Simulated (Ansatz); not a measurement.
Cost and result for the atomization energy of `C[N]1C[CH2][AlH]1` (13 atoms, 13 bonds).

Cartesian coordinates in Å:
```
C 0.655 -0.074 -1.783
N 0.107 0.270 -0.511
C 0.034 -0.780 0.513
C -0.598 -0.068 1.734
Al -0.609 1.490 0.548
H 1.693 -0.426 -1.702
H 0.650 0.793 -2.448
H 0.082 -0.875 -2.274
H -0.579 -1.626 0.169
H 1.034 -1.177 0.743
H -1.554 -0.499 2.034
H 0.056 -0.051 2.607
H -0.972 3.022 0.371
```

The species carries charge 0 and has multiplicity 1. Geometry: relaxed with PBE0-D4/def2-TZVP. Program: Ansatz. All runs use 4 threads of an Arm Neoverse V2 on a shared host. Times are those of one run each, without the atoms' runs, and a repeat can differ threefold. Electronic energies, without spin–orbit coupling; frozen cores. CCSD(T)/CBS adds CCSD(T) − MP2 in def2-TZVPP to the MP2 limit, and its time is that of the two runs behind it. T1 = 0.013. B3LYP takes the VWN-RPA correlation (the form of Gaussian; ORCA's B3LYP/G).

CCSD(T)/CBS is a level of theory with its own doubt, some kJ/mol a heavy atom from the limit and from the frozen cores, so smaller differences don't rank the functionals.

```
                             level  functions  wall time
   PBE-D4/def2-TZVPP (with forces)        278      2.8 s
                PBE0-D4/def2-TZVPP        278      3.1 s
 B3LYP-D4/def2-TZVPP (with forces)        278      5.5 s
r2SCAN-D4/def2-TZVPP (with forces)        278        6 s
                 B2PLYP/def2-TZVPP        278        6 s
                ωB97X-V/def2-TZVPP        278        8 s
  ωB97M-V/def2-TZVPP (with forces)        278       12 s
                    MP2/def2-QZVPP        538       28 s
                CCSD(T)/def2-TZVPP        278    3.1 min
                 CCSD(T)/CBS(def2)          –    3.5 min
```

Problem. What atomization energy does each give, and how far from CCSD(T)/CBS? (Estimate.)

Solution. Computed: 
```csv
level,atomization (kcal/mol),difference from CCSD(T)/CBS,per bond
PBE-D4/def2-TZVPP (with forces),1176.4,24.4,1.9
PBE0-D4/def2-TZVPP,1159.1,7.1,0.5
B3LYP-D4/def2-TZVPP (with forces),1154.7,2.7,0.2
r2SCAN-D4/def2-TZVPP (with forces),1155.1,3.1,0.2
B2PLYP/def2-TZVPP,1141.7,-10.3,-0.8
ωB97X-V/def2-TZVPP,1157.5,5.5,0.4
ωB97M-V/def2-TZVPP (with forces),1157.4,5.4,0.4
MP2/def2-QZVPP,1154.9,2.9,0.2
CCSD(T)/def2-TZVPP,1123.5,-28.5,-2.2
CCSD(T)/CBS(def2),1152.0,0.0,0.0
```

In def2-TZVPP, CCSD(T) changes the Hartree–Fock value by +285.2 kcal/mol (the triples alone add +16.4 kcal/mol) and MP2 by +299.7 kcal/mol; breaking electron pairs costs correlation energy, which Hartree–Fock lacks. The D4 term adds +9.9 kcal/mol with B3LYP and +5.2 kcal/mol with PBE0; it sums over pairs of atoms, weighted by their polarisabilities, and B3LYP, whose exchange is more repulsive, gets the larger term. From PBE to PBE0 (25 % exact exchange), in def2-TZVPP and without D4, the atomization energy moves by −16.4 kcal/mol: exact exchange takes away binding that semilocal exchange gives to molecules.
